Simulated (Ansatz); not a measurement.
Cost and result for the atomization energy of CH$_{7}$BGaN (`[CH3][GaH][BH]N`) (11 atoms, 10 bonds).

```json
{"atom": "C1", "x (Å)": "0.1700", "y (Å)": "1.5457", "z (Å)": "1.5164"}
{"atom": "Ga2", "x (Å)": "-0.7975", "y (Å)": "0.1368", "z (Å)": "0.5151"}
{"atom": "B3", "x (Å)": "0.1265", "y (Å)": "-1.3294", "z (Å)": "-0.6576"}
{"atom": "N4", "x (Å)": "0.3891", "y (Å)": "-1.2363", "z (Å)": "-2.0191"}
{"atom": "H5", "x (Å)": "-0.1983", "y (Å)": "2.5305", "z (Å)": "1.2121"}
{"atom": "H6", "x (Å)": "1.2504", "y (Å)": "1.5181", "z (Å)": "1.3707"}
{"atom": "H7", "x (Å)": "-0.0412", "y (Å)": "1.4517", "z (Å)": "2.5859"}
{"atom": "H8", "x (Å)": "-2.3691", "y (Å)": "0.1587", "z (Å)": "0.7415"}
{"atom": "H9", "x (Å)": "0.4778", "y (Å)": "-2.3566", "z (Å)": "-0.1339"}
{"atom": "H10", "x (Å)": "0.1536", "y (Å)": "-0.4452", "z (Å)": "-2.5935"}
{"atom": "H11", "x (Å)": "0.8386", "y (Å)": "-1.9741", "z (Å)": "-2.5378"}
```

Charge 0, multiplicity 1. Correlated methods include outer-core shells of Ga, which these sets cover unevenly. Scalar relativity is left out up to krypton. The structure was optimised at the PBE0-D4/def2-TZVP level. It is one conformer, not always the lowest. Program: Ansatz. All runs use 4 threads of an Arm Neoverse V2 on a shared host. Times are those of one run each, without the atoms' runs, and a repeat can differ threefold. Electronic energies, without spin–orbit coupling; frozen cores. CCSD(T)/CBS adds CCSD(T) − MP2 in def2-TZVPP to the MP2 limit, and its time is that of the two runs behind it. T1 = 0.013. With those shells the extrapolation isn't a true limit. B3LYP takes the VWN-RPA correlation (the form of Gaussian; ORCA's B3LYP/G).

CCSD(T)/CBS is a level of theory with its own doubt, some kJ/mol a heavy atom from the limit and from the frozen cores, so smaller differences don't rank the functionals.

```
                            level  functions  wall time
           LDA (SPW92)/def2-TZVPP        239     0.95 s
             revPBE-D4/def2-TZVPP        239      1.4 s
               BLYP-D4/def2-TZVPP        239      1.6 s
  PBE-D4/def2-TZVPP (with forces)        239      1.8 s
B3LYP-D4/def2-TZVPP (with forces)        239      3.1 s
            r2SCANh-D4/def2-TZVPP        239      3.4 s
                B2PLYP/def2-TZVPP        239      3.5 s
              PBE-QIDH/def2-TZVPP        239      3.6 s
                 CCSD(T)/def2-SVP        109      4.4 s
               ωB97X-V/def2-TZVPP        239      5.5 s
                   MP2/def2-QZVPP        470       15 s
               CCSD(T)/def2-TZVPP        239       95 s
                CCSD(T)/CBS(def2)          –      110 s
```

What atomization energy does each give, and how far from CCSD(T)/CBS? (Best estimate.)

The calculation gave: 
| level | atomization (kcal/mol) | difference from CCSD(T)/CBS | per bond |
| --- | --- | --- | --- |
| LDA (SPW92)/def2-TZVPP | 1001.8 | 117.1 | 11.7 |
| revPBE-D4/def2-TZVPP | 876.5 | -8.2 | -0.8 |
| BLYP-D4/def2-TZVPP | 881.9 | -2.8 | -0.3 |
| PBE-D4/def2-TZVPP (with forces) | 896.8 | 12.1 | 1.2 |
| B3LYP-D4/def2-TZVPP (with forces) | 886.9 | 2.2 | 0.2 |
| r2SCANh-D4/def2-TZVPP | 883.4 | -1.3 | -0.1 |
| B2PLYP/def2-TZVPP | 877.3 | -7.4 | -0.7 |
| PBE-QIDH/def2-TZVPP | 881.0 | -3.7 | -0.4 |
| CCSD(T)/def2-SVP | 839.0 | -45.7 | -4.6 |
| ωB97X-V/def2-TZVPP | 888.6 | 3.9 | 0.4 |
| MP2/def2-QZVPP | 883.0 | -1.7 | -0.2 |
| CCSD(T)/def2-TZVPP | 865.6 | -19.1 | -1.9 |
| CCSD(T)/CBS(def2) | 884.7 | 0.0 | 0.0 |

At CCSD(T), def2-SVP lies −45.7 kcal/mol from the extrapolated value and def2-TZVPP −19.1 kcal/mol: correlation converges slowly with the basis, and small sets miss more of it in the bonded molecule than in its fragments. From PBE to PBE0 (25 % exact exchange), in def2-TZVPP and without D4, the atomization energy moves by −10.0 kcal/mol: exact exchange takes away binding that semilocal exchange gives to molecules. Leaving LDA and LC-ωPBE aside and taking each functional with its dispersion term where it has one, the values, not all of them listed here, spread over 29.3 kcal/mol, from BHLYP-D4 to PBE-D4. LDA lies +109.2 kcal/mol from PBE without D4, its usual overbinding.
